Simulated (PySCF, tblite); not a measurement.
Isomers of C6H11FS2Si. Computed with GFN2-xTB (tblite): harmonic, unscaled wavenumbers at the GFN2-xTB geometry, gas phase. Against measured fundamentals such values can be off by several per cent, at times by over 20. Modes of hydrogen on silicon can be 10 to 20 % off. One conformer each.

Electronic energies: PBE0/pcSseg-1 single points on the GFN2-xTB geometries (PySCF, gas phase).

```json
{"SMILES": "C=CC[C@@H]1[SiH2]SCS[C@@H]1F", "electronic energy, lowest = 0 (kJ/mol)": "39.0"}
{"SMILES": "CS[SiH](SC)C1=CC[C@@H]1F", "electronic energy, lowest = 0 (kJ/mol)": "32.1"}
{"SMILES": "CC(=S)[C@@]1(F)CS[SiH2][C@H]1C", "electronic energy, lowest = 0 (kJ/mol)": "0.0"}
```

Task: How do GFN2-xTB zero-point energies change the relative energies?

Result: 
```json
{"SMILES": "CC(=S)[C@@]1(F)CS[SiH2][C@H]1C", "ZPE (kJ/mol)": "405.0", "of it from modes above 1550 cm⁻¹": "189.5", "electronic (kJ/mol)": "0.0", "with ZPE, lowest = 0 (kJ/mol)": "0.0", "lowest mode (cm⁻¹)": "56", "rings": "1"}
{"SMILES": "CS[SiH](SC)C1=CC[C@@H]1F", "ZPE (kJ/mol)": "404.1", "of it from modes above 1550 cm⁻¹": "205.3", "electronic (kJ/mol)": "32.1", "with ZPE, lowest = 0 (kJ/mol)": "31.2", "lowest mode (cm⁻¹)": "13", "rings": "1"}
{"SMILES": "C=CC[C@@H]1[SiH2]SCS[C@@H]1F", "ZPE (kJ/mol)": "403.0", "of it from modes above 1550 cm⁻¹": "200.4", "electronic (kJ/mol)": "39.0", "with ZPE, lowest = 0 (kJ/mol)": "36.9", "lowest mode (cm⁻¹)": "47", "rings": "1"}
```

The zero-point energies span 2.0 kJ/mol, from `C=CC[C@@H]1[SiH2]SCS[C@@H]1F` to `CC(=S)[C@@]1(F)CS[SiH2][C@H]1C`. The order is unchanged.

Task: And how do the electronic energies of GFN2-xTB itself compare?

Result: `CC(=S)[C@@]1(F)CS[SiH2][C@H]1C` 0.0; `CS[SiH](SC)C1=CC[C@@H]1F` 86.8; `C=CC[C@@H]1[SiH2]SCS[C@@H]1F` 68.5 kJ/mol, lowest = 0. Against the energies above, taken from the same isomer `CC(=S)[C@@]1(F)CS[SiH2][C@H]1C`, the largest difference is 54.7 kJ/mol.
